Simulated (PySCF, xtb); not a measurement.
MoO₃, SMILES [O]=[Mo](=[O])=[O], multiplicity 1.

xtb with GFN2-xTB at its own geometry gives an orbital gap of 0.30 eV and a dipole moment of 5.26 D.

Geometry: B3LYP-D3(BJ)/def2-TZVP. The spin state was assumed, not searched. The isomer is the one that the SMILES or the coordinates give; other isomers of the formula were not compared. The def2 effective core potentials stand for the cores of Mo; spin–orbit coupling is left out.

Task: What does B3LYP/def2-TZVPD (PySCF) give? (The exact figures need the calculation; the answer reports its results.)

Result: gap 3.68 eV (levels -8.86 and -5.18 eV), dipole 4.85 D.
